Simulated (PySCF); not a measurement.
Si(H)(Cl)(OH)2 (ClH3O2Si), SMILES O[SiH](O)Cl.

Geometry optimised at PBE0-D3(BJ)/def2-SVP. The values are those of a single conformer.

The numbers are results of TDDFT-B3LYP/def2-SVPD run with PySCF 2.14.0, not measurements.

Vertical excitations. Isolated molecule, no solvent.

Computed UV-visible absorptions:
```csv
state,energy (eV),λ (nm),f,main pairs
S1,7.78,159,0.022,HOMO→LUMO 85 %
S2,7.95,156,0.042,"HOMO−1→LUMO 74 %, HOMO→LUMO 11 %"
S3,8.04,154,0.047,HOMO−2→LUMO 79 %
S4,8.30,149,0.027,HOMO→LUMO+1 84 %
S5,8.38,148,0.016,HOMO−1→LUMO+1 70 %
S6,8.50,146,0.006,"HOMO−2→LUMO+1 56 %, HOMO→LUMO+2 27 %"
S7,8.59,144,0.033,"HOMO→LUMO+2 46 %, HOMO−1→LUMO+2 16 %, HOMO−1→LUMO+1 12 %, HOMO−3→LUMO 9 %"
S8,8.64,143,0.058,HOMO−1→LUMO+2 74 %
S9,8.73,142,0.039,"HOMO−3→LUMO 69 %, HOMO−2→LUMO+1 16 %"
S10,8.94,139,0.062,HOMO−2→LUMO+2 74 %
T1,7.57,164,0,HOMO→LUMO 78 %
T2,7.67,162,0,HOMO−2→LUMO 75 %
T3,7.71,161,0,HOMO−1→LUMO 72 %
T4,7.95,156,0,"HOMO→LUMO+1 53 %, HOMO−3→LUMO 13 %, HOMO−2→LUMO+1 10 %"
```
Triplets are in the Tamm–Dancoff approximation, which puts them higher than full response would, so one can lie above its singlet here.
